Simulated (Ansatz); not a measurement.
Ansatz (an electronic-structure program) input file for MoF₃, SMILES [F][Mo]([F])[F] (connectivity only; charge and spin as stated), neutral, multiplicity 4, CAM-B3LYP/def2-SVPD. Geometry: B3LYP-D3(BJ)/def2-TZVP. The multiplicity is an assumed one; other spin states were not compared. The def2 effective core potentials stand for the cores of Mo; spin–orbit coupling is left out.

Ansatz 0.2 input:
```yaml
crystal:
  periodic: [false, false, false]
  atoms:
    - {symbol: Mo, position_ang: [0.00000000, 0.00000000, 0.00000000]}
    - {symbol: F, position_ang: [1.86253906, 0.00000000, 0.00000000]}
    - {symbol: F, position_ang: [-0.93126953, -1.61300614, 0.00000000]}
    - {symbol: F, position_ang: [-0.93126953, 1.61300614, 0.00000000]}
basis:
  gaussian:
    orbitals: def2-SVPD
hamiltonian:
  xc: {name: CAM-B3LYP}
magnetization: {spin_polarized: true, initial_magnetization: 3}
```

Output:

```
WARN ansatz: RAYON_NUM_THREADS=1 ignored (pool sized by the plan → 1); use --threads N
Functional definition: CAM-B3LYP
integrals: 0.04 GiB planned
876 factors; their error is unknown
integrals: 0.07 GiB planned
284 factors; integrals over basis functions are off by at most 2.0e-5 eV
mean field: 0.55 GiB planned
mean field evaluation 1: about -9995.0432 eV, gradient 4.0e1 eV
mean field evaluation 2: about -9979.2800 eV, gradient 8.3e1 eV
mean field evaluation 4: about -10000.3911 eV, gradient 1.5e0 eV
mean field evaluation 8: about -10000.4847 eV, gradient 2.4e-2 eV
mean field evaluation 16: about -10000.4847 eV, gradient 1.9e-5 eV
mean field -10000.48470920 eV, -367.5110344910 hartree, gradient 1.9e-5 eV, S^2 3.755957; 0 other end points of the search recorded, 0 dependent functions left out
reference -10000.48483225 eV, -367.5110390130 hartree; 22, 19 occupied and 81, 84 virtual orbitals, 876 factors
Total energy: -10000.48483225 eV, -367.5110390130 hartree
```

Self-consistency was reached.

Cost: about 4 core-seconds (a rough figure).
